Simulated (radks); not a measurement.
Kinetic energies: the exact non-interacting value of the Kohn-Sham orbitals and orbital-free approximations, as 100 (|E| - |E exact|)/|E exact|, negative where the magnitude is too small. Species: La39+ [Ar]; Tl+ [Hg]. Calculated with a radial shooting solver on a logarithmic mesh with Libxc functionals: non-relativistic Kohn-Sham, PBE, spin-polarised, spherical densities, point nucleus. Every spin shell is full or empty, so the densities are truly spherical. Functionals are evaluated on that one density, not self-consistently.

| functional | La39+ | Tl+ |
|---|---|---|
| exact (hartree) | 6972.86 | 18960.9 |
| Thomas-Fermi | -6.72 | -4.60 |
| TF + vW/9 | -1.38 | -0.68 |
| TF + vW/5 | +2.89 | +2.45 |
| APBEK | -0.57 | +0.05 |
| revAPBEK | -0.34 | +0.18 |
| Thakkar | -1.12 | -0.78 |
| Pearson | -1.83 | -0.83 |
| LKT | +22.21 | +15.84 |
| PG1 | +17.53 | +12.34 |
| Ernzerhof | -0.93 | -0.47 |
